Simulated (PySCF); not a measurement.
# A small calculation by hand: oscillator strength and radiative lifetime

Sb(H)2(SiH3) (H5SbSi), SMILES [SbH2][SiH3].

Coordinates come from a B3LYP-D3(BJ)/def2-TZVP optimisation. The def2 effective core potentials stand for the cores of Sb; spin–orbit coupling is left out.

TDA-B3LYP/def2-SVPD (PySCF) puts the first singlet state with f over 0.02 at 5.79 eV (vertical), with the transition dipole (0.254, -0.486, 0.000) in atomic units.

**Question.** Find the oscillator strength, the wavelength and the radiative lifetime that this transition would have in vacuum if emission retraced absorption.

**Answer.** 
|μ|² = 0.3007 au, so |μ| = 1.39 D. ΔE = 5.79/27.211 = 0.2128 hartree. f = (2/3) ΔE |μ|² = 0.043 (the program prints 0.043).
λ = 1239.84/5.79 = 214 nm; ν = 46699 cm⁻¹.
Einstein's coefficient A = 0.6670 ν² f s⁻¹ (ν in cm⁻¹) = 6.2e7 s⁻¹, so τ = 1/A = 16 ns. This state is S2; the lower singlet has f = 0.019. The figure is the radiative limit of this one transition; relaxation, internal conversion, crossing to triplets and a medium change what is measured.
